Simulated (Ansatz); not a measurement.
**Ligand exchange: SiH3(SnH3) + C2H8Si2 → SnH2(SiH3)2 + C2H6Si**

Species: SiH3(SnH3), singlet; C2H8Si2 `[SiH3]/C=C/[SiH3]`, singlet; SnH2(SiH3)2, singlet; C2H6Si (vinylsilane) `C=C[SiH3]`, singlet. The partners trade H for SiH3: Sn–H and C–SiH3 bonds give way to Sn–SiH3 and C–H.

Shapes, held fixed at every level: PBE0-D4/def2-TZVP. Programs: Ansatz 0.2.0. The zero-point and thermal change to 298 K, harmonic and unscaled (PBE0-D4/def2-TZVP), is +8.7 kJ/mol.

```json
{"level": "HF/def2-TZVPP", "kind": "Hartree–Fock", "ΔH(298 K) (kJ/mol)": "-18.2", "less CCSD(T)/def2-TZVPP": "+3.9"}
{"level": "PBE-D4/def2-TZVPP", "kind": "GGA", "ΔH(298 K) (kJ/mol)": "-29.2", "less CCSD(T)/def2-TZVPP": "-7.1"}
{"level": "r2SCAN-D4/def2-TZVPP", "kind": "meta-GGA", "ΔH(298 K) (kJ/mol)": "-25.1", "less CCSD(T)/def2-TZVPP": "-3.0"}
{"level": "B3LYP-D4/def2-TZVPP", "kind": "global hybrid", "ΔH(298 K) (kJ/mol)": "-23.6", "less CCSD(T)/def2-TZVPP": "-1.5"}
{"level": "MP2/def2-SVP", "kind": "perturbation theory", "ΔH(298 K) (kJ/mol)": "-20.8", "less CCSD(T)/def2-TZVPP": "+1.3"}
{"level": "CCSD(T)/def2-SVP", "kind": "coupled cluster or CI", "ΔH(298 K) (kJ/mol)": "-23.2", "less CCSD(T)/def2-TZVPP": "-1.1"}
{"level": "CCSD/def2-SVP", "kind": "coupled cluster or CI", "ΔH(298 K) (kJ/mol)": "-23.9", "less CCSD(T)/def2-TZVPP": "-1.8"}
{"level": "CCSD(T)/def2-TZVPP", "kind": "coupled cluster or CI", "ΔH(298 K) (kJ/mol)": "-22.1", "less CCSD(T)/def2-TZVPP": "0.0"}
```

The highest level, CCSD(T)/def2-TZVPP, gives ΔH(298 K) = -22.1 kJ/mol; the levels span -29.2 to -18.2. The column of differences is taken from that level and isn't an error. No measured value is set beside it here. For atoms past krypton def2 sets carry core potentials with scalar relativity. Outer-core shells of Sn are correlated in most correlated rows, in sets that cover them unevenly.
